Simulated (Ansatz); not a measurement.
Consider the ligand exchange at the Si–O bond: `[NH2][GaH][O][SiH3]` + `[OH][Sc]([F])[F]` → `[F][Sc]([F])[O][SiH3]` + `[NH2][GaH][OH]`.

Isolated molecules relaxed with PBE0-D4/def2-TZVP in Ansatz; ΔE leaves out vibrations. CCSD(T)/CBS adds triple-zeta CCSD(T) − MP2 to the extrapolated MP2 energy (def2 sets, frozen cores). DFT in def2-TZVPP. B3LYP here is the variant with VWN-RPA as its local correlation; programs differ in this. HSE06 is defined as in plane-wave codes. For Ga, Sc outer-core shells are correlated without core-valence functions, which leaves a few kJ/mol of doubt a bond. Scalar relativity is left out up to krypton. One conformer a species, not always the lowest.

`[NH2][GaH][O][SiH3]`:

```xyz
10

N    -0.594   -2.003    1.435
Ga    0.520   -0.770    0.743
O    -0.322    0.349   -0.366
Si   -0.009    1.639   -1.302
H    -0.318   -2.722    2.079
H    -1.573   -2.038    1.209
H     2.036   -0.628    1.022
H    -0.833    2.801   -0.869
H     1.428    2.036   -1.228
H    -0.333    1.335   -2.723
```

`[OH][Sc]([F])[F]`:

Cartesian coordinates in Å:
```
O 0.289 0.167 -1.254
Sc -0.123 -0.071 0.536
F -1.505 -1.187 1.045
F 0.839 0.802 1.849
H 0.500 0.289 -2.175
```

`[F][Sc]([F])[O][SiH3]`:

```xyz
8

F    -0.916   -2.467    1.961
Sc   -1.040   -0.686    1.503
F    -2.149    0.431    2.460
O    -0.041   -0.014    0.061
Si    0.832    0.552   -1.200
H     2.241    0.088   -1.096
H     0.818    2.039   -1.213
H     0.255    0.056   -2.478
```

`[NH2][GaH][OH]`:

```xyz
7

N     0.181   -0.941   -0.742
Ga   -0.420    0.084    0.628
O     0.153    1.776    0.714
H     0.814   -0.629   -1.458
H    -0.087   -1.901   -0.870
H    -1.395   -0.418    1.719
H     0.754    2.029    0.011
```

(1) Is it downhill or uphill in electronic energy at CCSD(T)/CBS, and by how much? (An estimate is asked.)

(2) What do these levels give: revPBE-D4, BLYP-D4, B3LYP-D4, HSE06-D4, BHLYP-D4, ωB97X-V, revPBE, r2SCAN0, LC-ωPBE, CCSD/def2-TZVPP, SCS-MP2/def2-QZVPP, MP2/CBS(def2)? (An estimate is asked.)

Largest T1 diagnostic among the species: 0.017.

Results:

(1) The calculation gave: Downhill: ΔE = -0.07 eV.

(2) Computed: revPBE-D4 -0.04, BLYP-D4 -0.03, B3LYP-D4 -0.01, HSE06-D4 -0.03, BHLYP-D4 0.01, ωB97X-V -0.02, revPBE -0.07, r2SCAN0 -0.02, LC-ωPBE -0.02, CCSD/def2-TZVPP -0.03, SCS-MP2/def2-QZVPP -0.05, MP2/CBS(def2) -0.06 eV.

From BLYP to BHLYP (50 % exact exchange), in def2-TZVPP and without D4, ΔE moves by +0.04 eV. Leaving LDA and LC-ωPBE aside and taking each functional with its dispersion term where it has one, the values spread over 0.05 eV, from revPBE-D4 to BHLYP-D4. LDA lies +0.04 eV from PBE without D4.
